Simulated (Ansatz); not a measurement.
Consider the cleavage of the B–Sn bond: `F[BH][SnH2][SiH3]` + trimethylsilanol → `C[Si](C)(C)OBF` + `[SiH3][SnH3]`.

Program: Ansatz. Geometries: PBE0-D4/def2-TZVP. ΔE: electronic, gas phase. CCSD(T)/CBS is the MP2 limit (def2-TZVPP, def2-QZVPP) plus CCSD(T) − MP2 in def2-TZVPP, frozen cores. Functionals use def2-TZVPP. Elements past krypton have def2 core potentials. For Sn outer-core shells are correlated without core-valence functions, which leaves a few kJ/mol of doubt a bond. Each species was taken in one conformer, which may not be the lowest.

Is it downhill or uphill in electronic energy at CCSD(T)/CBS, and by how much? (An estimate is asked.)

Ansatz gave: Downhill: ΔE = -1.78 eV.

What do these levels give: PBE0-D4, r2SCANh-D4, BHLYP, CCSD(T)/def2-SVP, CCSD(T)/def2-TZVPP, HF/def2-QZVPP? (Best estimate.)

Computed: PBE0-D4 -1.77, r2SCANh-D4 -1.85, BHLYP -1.92, CCSD(T)/def2-SVP -2.09, CCSD(T)/def2-TZVPP -1.82, HF/def2-QZVPP -2.01 eV.

Largest T1 diagnostic among the species: 0.014.

Leaving LDA and LC-ωPBE aside and taking each functional with its dispersion term where it has one, the values, not all of them listed here, spread over 0.28 eV, from B97M-V to revPBE-D4. LDA lies −0.14 eV from PBE without D4. From PBE to PBE0 (25 % exact exchange), in def2-TZVPP and without D4, ΔE moves by −0.07 eV. In def2-TZVPP, CCSD(T) changes the Hartree–Fock value by +0.19 eV (the triples alone add +0.02 eV) and MP2 by +0.19 eV.
